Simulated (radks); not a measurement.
Removal energies from the titanium ion Ti10+, [Ne] 3s2, by Delta-SCF beside the eigenvalue of the level emptied. Method: scalar-relativistic Kohn-Sham, r2SCAN, spin-polarised, spherical densities, finite nucleus; meta-GGA in the generalised Kohn-Sham scheme; Fermi nuclear charge, rms radius of each element as measured or else 0.836 A^(1/3) + 0.57 fm; computed with a radial shooting solver on a logarithmic mesh with Libxc functionals. Open shells are filled with parallel spins first.

removed from	final configuration	Delta-SCF (eV)	-eigenvalue (eV)
3s	[Ne] 3s1	263.65	254.16
2p	[He] 2s2 2p5 3s2	720.31	685.52
2s	[He] 2s1 2p6 3s2	809.56	779.01
1s	1s1 2s2 2p6 3s2	5244.0	5137.9
